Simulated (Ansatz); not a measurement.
`CO[SiH](N)O` + `CC[SiH2][SiH3]` → `CO[Si](N)(O)[SiH3]` + `CC[SiH3]`  (redistribution)

Calculated with Ansatz (gas phase, PBE0-D4/def2-TZVP geometries, no zero-point term in ΔE). CCSD(T)/CBS adds triple-zeta CCSD(T) − MP2 to the extrapolated MP2 energy (def2 sets, frozen cores). DFT in def2-TZVPP. One conformer a species, not always the lowest.

Problem. Is it downhill or uphill in electronic energy at CCSD(T)/CBS, and by how much? (Best estimate.)

Solution. The calculation gave: Uphill: ΔE = +8.6 kJ/mol.

Problem. What do these levels give: PBE-D4, ωB97M-V, B2PLYP, PBE, r2SCAN, SCS-MP2/def2-TZVPP, CCSD/def2-TZVPP, CCSD(T)/def2-TZVPP, HF/def2-QZVPP, MP2/def2-QZVPP, MP2/CBS(def2), CCSD/CBS(def2)? (Estimate.)

Solution. Ansatz gave: PBE-D4 4.9, ωB97M-V 7.3, B2PLYP 8.1, PBE 6.6, r2SCAN 7.6, SCS-MP2/def2-TZVPP 8.8, CCSD/def2-TZVPP 9.5, CCSD(T)/def2-TZVPP 8.6, HF/def2-QZVPP 11.8, MP2/def2-QZVPP 9.1, MP2/CBS(def2) 9.0, CCSD/CBS(def2) 9.5 kJ/mol.

Largest T1 diagnostic among the species: 0.012.
